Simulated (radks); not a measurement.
Results of a calculation; reference values are marked as such.
Task: Isoelectronic series with 19 electrons, each ion in its NIST ground configuration. Code: a radial shooting solver on a logarithmic mesh with Libxc functionals. Model: scalar-relativistic Kohn-Sham, PBE, spin-polarised, spherical densities, finite nucleus; open shells are filled with parallel spins first (spin-orbit coupling, left out, can overturn this in heavy ions); Fermi nuclear charge, rms radius of each element as measured or else 0.836 A^(1/3) + 0.57 fm. Total energies (hartree) and orbital eigenvalues (hartree):

ion,configuration,E (hartree),3p down,3p up
K,[Ar] 4s1,-602.09154,-0.68716,-0.69030
Sc2+,[Ar] 3d1,-763.34043,-1.78046,-1.81403
V4+,[Ar] 3d1,-945.45692,-3.51755,-3.56428
Mn6+,[Ar] 3d1,-1148.27414,-5.74717,-5.80391
Co8+,[Ar] 3d1,-1371.86615,-8.44622,-8.51191
Cu10+,[Ar] 3d1,-1616.34260,-11.60762,-11.68172
Ga12+,[Ar] 3d1,-1881.83533,-15.22859,-15.31083
As14+,[Ar] 3d1,-2168.49445,-19.30829,-19.39851
Rb18+,[Ar] 3d1,-2805.99451,-28.84538,-28.95127
Nb22+,[Ar] 3d1,-3530.36544,-40.22746,-40.34887
Tc24+,[Ar] 3d1,-3925.67363,-46.61481,-46.74397
Rh26+,[Ar] 3d1,-4343.38930,-53.46931,-53.60623
Ag28+,[Ar] 3d1,-4783.78015,-60.79349,-60.93817

Estimate the row of Br16+ ([Ar] 3d1).

Result: E (hartree) -2476.48666; 3p down -23.84693; 3p up -23.94502.
